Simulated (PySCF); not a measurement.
Choosing a molecule for a target property.

Species are written as SMILES; each is one conformer at its optimised geometry, gas phase, non-relativistic unless stated; the electronic structure was computed with PySCF and density fitting.

Dipoles, sizes and rotational constants follow the conformer. The torsions of the flexible species, by atom-mapped SMILES:
- `[CH3:1][S:2][Si:3]([S:4][CH3:5])([S:6][CH3:7])[S:8][CH3:9]`: C1–S2–Si3–S4 -67°, S2–Si3–S4–C5 -65°, S2–Si3–S6–C7 -174°, S2–Si3–S8–C9 -53°
- `[CH3:1][CH2:2][P@@+:3]12[CH:4]=[CH:5][C@@H:6]([CH:7]=[CH:8]1)[CH:9]=[CH:10]2`: C1–C2–P3–C4 -60°
- `[H]/[N:1]=[CH:2]/[c:3]1[cH:4][o:5][cH:6][n:7]1`: N1–C2–C3–C4 0°

The conformers of `COCCP1(=S)CC=CC1` and `O=C1OCC[C@H](C(F)(F)F)O1` aren't listed.

Question: Wanted: HOMO–LUMO gap above 8 eV (PBE0/pcSseg-1) and HOMO energy below -6.6 eV (PBE0/pcSseg-1), at GFN2-xTB geometries. Which candidate meets both?
A. `O=C1OCC[C@H](C(F)(F)F)O1`
B. `COCCP1(=S)CC=CC1`
C. `C1=C[P+]2(C=CC1C=C2)CC`
D. `CS[Si](SC)(SC)SC`
E. `[H]/N=C/c1cocn1`

Answer: A. Computed values:
```csv
species,HOMO–LUMO gap,HOMO energy
C1=C[P+]2(C=CC1C=C2)CC,5.88 eV,-11.45 eV
[H]/N=C/c1cocn1,5.99 eV,-7.23 eV
COCCP1(=S)CC=CC1,6.22 eV,-6.17 eV
CS[Si](SC)(SC)SC,7.09 eV,-6.97 eV
O=C1OCC[C@H](C(F)(F)F)O1,9.08 eV,-8.69 eV
```
